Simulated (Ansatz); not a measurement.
`[CH3][Ge][Cl]` + H₂O → `[CH3][Ge][OH]` + HCl at 500 K and 1 bar (formal hydrolysis of a Ge–Cl bond).

Calculated with Ansatz (gas phase, PBE0-D4/def2-TZVP geometries, no zero-point term in ΔE). CCSD(T)/CBS adds triple-zeta CCSD(T) − MP2 to the extrapolated MP2 energy (def2 sets, frozen cores). This one scheme is used for every species. For Ge outer-core shells are correlated without core-valence functions, which leaves a few kJ/mol of doubt a bond. Scalar relativity is left out up to krypton. One conformer a species, not always the lowest.

```json
{"species": "`[CH3][Ge][Cl]`", "CCSD(T)/CBS energy (Eh)": "-2575.77362", "H − E (kJ/mol)": "126.4", "S (J/(mol·K))": "350.0"}
{"species": "H₂O", "CCSD(T)/CBS energy (Eh)": "-76.37941", "H − E (kJ/mol)": "73.2", "S (J/(mol·K))": "206.3"}
{"species": "`[CH3][Ge][OH]`", "CCSD(T)/CBS energy (Eh)": "-2191.75471", "H − E (kJ/mol)": "161.1", "S (J/(mol·K))": "346.9"}
{"species": "HCl", "CCSD(T)/CBS energy (Eh)": "-460.38127", "H − E (kJ/mol)": "32.5", "S (J/(mol·K))": "201.9"}
```

H − E and S are ideal-gas, rigid-rotor, harmonic terms from PBE0-D4/def2-TZVP, for one conformer and one mirror image of each species. 1 Eh = 2625.50 kJ/mol, R = 8.31446 J/(mol·K).

Question: By hand: ΔE, ΔH, ΔS and ΔG.

Answer: ΔE = (-2191.75471) + (-460.38127) − (-2575.77362) − (-76.37941) = 0.01705 Eh = 44.8 kJ/mol. Δ(H − E) = 161.1 + 32.5 − 126.4 − 73.2 = -6.0, so ΔH = 38.8 kJ/mol. ΔS = 346.9 + 201.9 − 350.0 − 206.3 = -7.5 J/(mol·K). ΔG = 38.8 − 500 × (-7.5)/1000 = 42.5 kJ/mol.

Question: By hand: the equilibrium constant, and the temperature at which ΔG would vanish if ΔH and ΔS stayed fixed.

Answer: log₁₀ K = −ΔG/(RT ln 10) = -4.4. ΔH and −TΔS have one sign here, so there is no such temperature.

The number of gas molecules stays the same, so ΔS is small and ΔH decides. A doubt of 5 kJ/mol in ΔE shifts log₁₀ K by 0.5 here. Other conformers and mirror images would add mixing entropy, several J/(mol·K) or more a flexible species. These are equilibria of isolated gas molecules and say nothing of rates. Largest T1 diagnostic: 0.014 (customary marks: 0.02 for closed shells, 0.045 for open ones).

ΔS is within the doubt of such terms, so its sign, and with it that verdict, could turn.
